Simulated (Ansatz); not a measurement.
The same path of CH₅BrSeSi (9 atoms, charge 0, multiplicity 1) was run twice with different band settings. Lost on the way: Si2–H8. Made: Se3–H8.

Theory: RKS BLYP-D4/def2-SVP in Ansatz.

Relaxed end points:

```xyz
9
Properties=species:S:1:pos:R:3
C -0.753 0.818 -0.484
Si -0.076 -0.713 0.384
Se 1.902 -0.283 1.502
Br 0.147 -2.350 -1.179
H -0.917 1.630 0.253
H -1.714 0.582 -0.985
H -0.039 1.176 -1.252
H -0.991 -1.229 1.449
H 2.531 0.324 0.295
```

```xyz
9
Properties=species:S:1:pos:R:3
C -0.894 0.695 -0.629
Si -0.967 -1.168 -0.081
Se 1.332 -0.930 1.487
Br 0.474 -2.061 -1.746
H -1.223 1.360 0.198
H -1.632 0.814 -1.454
H 0.087 1.041 -1.015
H 0.929 0.056 2.538
H 1.984 0.147 0.686
```

Common settings: climbing image yes; spring 5.0 eV/Å²; optimiser quadratic models (default); start path through a guess of the saddle point; force threshold 0.03 eV/Å; iteration limit 60; end points relaxed.

| run | movable images |
| --- | --- |
| 1 | 7 |
| 2 | 1 |

**Question.** What does each run give, and how far can it be trusted?

**Answer.** Run 1: converged after 18 iterations, highest image 2.153 eV above the first end. Neighbouring images differ by up to 1.7 eV, so the band resolves the path poorly. A vibrational analysis at the climbing image gives one clearly imaginary mode, 384i cm⁻¹: a first-order saddle point.
Run 2: converged after 19 iterations, highest image 2.153 eV above the first end. Neighbouring images differ by up to 2.2 eV, so the band resolves the path poorly. Another band between the same ends (7 images) ends at a top of the same energy, where a vibrational analysis finds 1 clearly imaginary mode. So few images can step over the top or miss a turn of the path.
The orbitals stay closed-shell, which can raise the energy where a bond breaks towards radicals; this wasn't checked here.
